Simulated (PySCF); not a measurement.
C₂H₅ClOSi, SMILES [SiH2](OC=C)Cl.

Geometry optimised at B3LYP-D3(BJ)/def2-SVP. The structure was generated by enumeration, and PubChem lists no compound with its InChIKey, so it may never have been made. One conformer was computed; it need not be the lowest.

Two levels are set side by side: PBE/def2-TZVP (PySCF) and PBE0/def2-TZVP (PySCF). Same geometry, gas phase. Differences are taken from unrounded values.

| quantity | PBE0 |
|---|---|
| orbital gap (eV) | 7.16 |
| highest occupied level (eV) | -7.15 |
| lowest empty level (eV) | 0.02 |
| dipole moment (D) | 0.79 |
| mean polarisability (bohr³) | 64.8 |

### Question
What does PBE give, and how far is it from PBE0? (Estimate from the structure and the level; the computed values follow.)

### Answer

```tsv
quantity	PBE	PBE minus PBE0
orbital gap (eV)	5.03	-2.13
highest occupied level (eV)	-5.97	1.17
lowest empty level (eV)	-0.94	-0.96
dipole moment (D)	0.73	-0.07
mean polarisability (bohr³)	67.2	2.4
```

Without exact exchange PBE keeps part of each electron's self-repulsion, which lifts occupied levels and narrows the gap. PBE's more diffuse valence density responds more strongly to a field. Differences between two approximate levels are no errors against the true value.

Rough cost on one machine, each run with all the roots and properties that it gave: PBE0 against PBE within a factor of 2.
